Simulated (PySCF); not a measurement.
**Dipole response of Al⁺ (aluminium, charge +1)**

[Ne] 3s2, closed-shell 1S. Computed with PySCF 2.14 in aug-cc-pV(T+d)Z with one added diffuse shell each of s, p, d, f type (7s6p5d3f, 71 functions), with the non-relativistic Hamiltonian (point nucleus). Coupled (time-dependent) response in atomic units; α is the mean over directions.

```csv
method,mean α (bohr³),C₆ (like pair),S(−4)
UHF,26.28,139.0,376.6
PBE,24.21,122.3,324.5
PBE0,24.70,126.2,336.8
M06,24.11,117.3,345.6
PBEsol,24.13,121.7,323.1
```

S(−4) is the Cauchy moment in α(ω) = α(0) + S(−4) ω² + …

α(iu) at PBE0:

```
u (hartree)  α(iu) (bohr³)
          0          24.70
     0.0500          23.89
      0.100          21.74
      0.200          16.03
      0.300          11.20
      0.500          5.800
      0.750          3.095
       1.00          1.949
       1.50          1.035
       2.00         0.6807
       3.00         0.3912
       5.00         0.1957
```

A single London oscillator, α(iu) = α/(1 + u²/ω²), gives C₆ = (3/4) ω α². Matching the computed C₆ needs ω = 4 × 126.2 / (3 × 24.70²) = 0.276 hartree.

For an ion, C₆ is the dispersion term alone; charge-induced terms of lower order in 1/R come first.
